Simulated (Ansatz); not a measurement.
Geometry optimisation, Ansatz, RKS PBE/def2-SVP.

The input (input.yaml):

```yaml
crystal:
  periodic: [false, false, false]
  atoms:
    - { symbol: Ge, position_ang: [0.0, 0.0, 0.0] }
    - { symbol: H, position_ang: [0.0, 0.0, 1.55] }
    - { symbol: Cl, position_ang: [2.0935, 0.0, -0.7393] }
    - { symbol: Cl, position_ang: [-1.0456, 1.8115, -0.7393] }
    - { symbol: O, position_ang: [-0.8337, -1.4443, -0.5894] }
    - { symbol: H, position_ang: [-1.2883, -1.91, 0.183] }
basis:
  gaussian: { orbitals: def2-SVP }
hamiltonian:
  xc: pbe
relax:
  f_tol: 0.02
  max_steps: 40
```

Launched with:

```bash
$ ansatz run input.yaml --threads 1 --pin off --max-ram 2048MiB --backend cpu --events-out ev --progress --plain --runs-dir out
```

Q: Where does it end, and by what steps?

A: It converged. After 20 steps the energy has fallen by 0.225 eV; H6 moved furthest, 1.03 Å.

| step | energy less start (eV) | largest force component (eV/Å) | accepted |
| --- | --- | --- | --- |
| 0 | 0.0000 | 1.091 | yes |
| 1 | -0.0902 | 0.441 | yes |
| 2 | -0.0978 | 0.120 | yes |
| 3 | -0.1004 | 0.364 | yes |
| 4 | -0.1054 | 0.063 | yes |
| 5 | -0.1162 | 0.290 | yes |
| 6 | -0.1192 | 0.590 | yes |
| 7 | -0.1275 | 0.051 | yes |
| 8 | -0.1280 | 0.384 | yes |
| 9 | -0.1328 | 0.495 | yes |
| 10 | -0.1358 | 0.232 | yes |
| 11 | -0.1498 | 0.224 | yes |
| 12 | -0.1539 | 0.282 | yes |
| 13 | -0.0287 | 2.488 | no |
| 14 | -0.1687 | 0.308 | yes |
| 15 | -0.1831 | 0.226 | yes |
| 16 | -0.2014 | 0.214 | yes |
| 17 | -0.2141 | 0.279 | yes |
| 18 | -0.2242 | 0.074 | yes |
| 19 | -0.2244 | 0.109 | yes |
| 20 | -0.2254 | 0.017 | yes |

```xyz
6
Properties=species:S:1:pos:R:3
Ge 0.004 -0.003 0.222
H 0.319 0.215 1.710
Cl 1.816 -0.108 -0.965
Cl -1.180 1.625 -0.587
O -0.896 -1.530 0.104
H -1.136 -1.742 -0.819
```

Whether the end is a true minimum wasn't checked by a vibrational analysis.

Time of the run: 67 s on 1 thread of Arm Neoverse V1 (shared host), peak memory 0.13 GiB.
